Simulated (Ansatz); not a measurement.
`[OH][Al]([Cl])[Br]` + NH₃ → `[NH2][Al]([Cl])[Br]` + H₂O at 298.15 K and 1 bar (ligand exchange at the Al–O bond).

Gas-phase electronic energies from Ansatz, PBE0-D4/def2-TZVP geometries. CCSD(T)/CBS adds triple-zeta CCSD(T) − MP2 to the extrapolated MP2 energy (def2 sets, frozen cores). This one scheme is used for every species. For Br outer-core shells are correlated without core-valence functions, which leaves a few kJ/mol of doubt a bond. Scalar relativity is left out up to krypton. One conformer a species, not always the lowest.

```
              species  CCSD(T)/CBS energy (Eh)  H − E (kJ/mol)  S (J/(mol·K))
 `[OH][Al]([Cl])[Br]`              -3351.09145            61.3          335.0
                  NH₃                -56.50880           100.5          192.4
`[NH2][Al]([Cl])[Br]`              -3331.20678            93.9          340.4
                  H₂O                -76.37941            66.4          188.7
```

H − E and S are ideal-gas, rigid-rotor, harmonic terms from PBE0-D4/def2-TZVP, for one conformer and one mirror image of each species. 1 Eh = 2625.50 kJ/mol, R = 8.31446 J/(mol·K).

By hand: ΔE, ΔH, ΔS and ΔG.

ΔE = (-3331.20678) + (-76.37941) − (-3351.09145) − (-56.50880) = 0.01406 Eh = 36.9 kJ/mol. Δ(H − E) = 93.9 + 66.4 − 61.3 − 100.5 = -1.5, so ΔH = 35.4 kJ/mol. ΔS = 340.4 + 188.7 − 335.0 − 192.4 = 1.7 J/(mol·K). ΔG = 35.4 − 298.15 × (1.7)/1000 = 34.9 kJ/mol.

By hand: the equilibrium constant, and the temperature at which ΔG would vanish if ΔH and ΔS stayed fixed.

log₁₀ K = −ΔG/(RT ln 10) = -6.1. ΔG = 0 at ΔH/ΔS = 20824 K, far beyond where these terms or the molecules hold.

The number of gas molecules stays the same, so ΔS is small and ΔH decides. A doubt of 5 kJ/mol in ΔE shifts log₁₀ K by 0.9 here. Other conformers and mirror images would add mixing entropy, several J/(mol·K) or more a flexible species. These are equilibria of isolated gas molecules and say nothing of rates. Largest T1 diagnostic: 0.009 (customary marks: 0.02 for closed shells, 0.045 for open ones).
